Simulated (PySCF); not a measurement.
Computed XPS line lists of a few unrelated compounds.

Method used: PySCF 2.14.0, delta-SCF UKS SCAN, pcX-2 on the ionised atom, pcseg-1 elsewhere, spin-free X2C. Geometries: PBE0-D3(BJ)/def2-SVP; isolated species, one conformer each.

Line lists (1s up to Mg, 2p3/2 beyond, nothing for As; areas count atoms within a level, one atom standing for each set equivalent by bonding):
1. Si 2p3/2: 106.63 eV
2. C 1s: 290.23 (area 2), 290.26 (area 2), 290.30 (area 2), 292.09 (area 2) eV; O 1s: 538.21 eV
3. C 1s: 282.27 (area 1), 282.80 (area 1), 286.39 (area 1), 286.40 (area 1) eV
4. C 1s: 290.06 (area 2), 290.11 (area 2), 290.19 (area 2), 290.24 (area 2) eV

Structures:
A. `C1CC[C@H]2CC[C@H]2C1`
B. `[C-]#CCC`
C. `c1ccc2c(c1)COC2`
D. `[SiH3][As]([SiH3])[SiH3]`

Which list belongs to which compound?

- 1 = D: no other candidate has this set of levels. Si 2p3/2: 106.63 SiH3 silicon (×3).
- 2 = C: no other candidate has this set of levels. C 1s: 290.23 aromatic CH carbon (×2), 290.26 substituted aromatic carbon (×2), 290.30 aromatic CH carbon (×2), 292.09 sp3 carbon bound to oxygen (×2); O 1s: 538.21 cyclic ether oxygen.
- 3 = B: no other candidate has these counts of sites. C 1s: 282.27 carbon bonded to C, 282.80 carbon bonded to 2 C, 286.39 propargylic carbon, 286.40 methyl carbon.
- 4 = A: no other candidate has these counts of sites. C 1s: 290.06 sp3 carbon at a ring junction (×2), 290.11 four-membered-ring carbon (×2), 290.19 ring CH2 carbon (×2), 290.24 ring CH2 carbon (×2).

The 2p values aren't plain energy differences: one relaxed spin-free 2p hole is combined with a matrix within the shell (ground-state 2p orbital-energy differences and spin–orbit coupling). 2p3/2, the mean of its two sublevels, lies a third of the splitting below the shell's mean and 2p1/2 two thirds above it; the statistical areas are 2:1. 1 of these hole states is spin-contaminated (⟨S²⟩ 0.90, against 0.75; counted from 0.85) and less certain.
